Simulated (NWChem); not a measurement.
# C3H4O2Si; SMILES O1[Si@H](C=C1)C=O

```xyz
10

O     -0.1055    -2.6854     0.0840
C      0.1669    -1.5924     0.5154
Si     0.0012    -0.0144    -0.5656
C     -1.1750     1.2445     0.0782
C     -0.0469     1.9026     0.4341
O      1.0745     1.2249     0.0317
H      0.4786    -1.4591     1.5895
H      0.1819    -0.3371    -2.0051
H     -2.2119     1.5103     0.2652
H      0.1128     2.8437     0.9763
```
Atoms are numbered in this order, from 1.

Geometry: optimised at PBE0/def2-SVP.

### Question
List the 6 lowest vertical singlet excitations from LDA (Slater exchange, VWN5)/def2-SVP, full TDDFT (NWChem).

### Answer
```csv
state,energy (eV),oscillator strength,leading excitation (squared amplitude)
S1,2.84,0.004,HOMO → LUMO (1.00)
S2,3.05,0.013,HOMO−1 → LUMO (0.98)
S3,4.43,0.024,HOMO → LUMO+1 (0.92)
S4,5.07,0.026,HOMO−2 → LUMO (0.71)
S5,5.12,0.013,HOMO → LUMO+2 (0.88)
S6,5.32,0.021,HOMO−3 → LUMO (0.81)
```
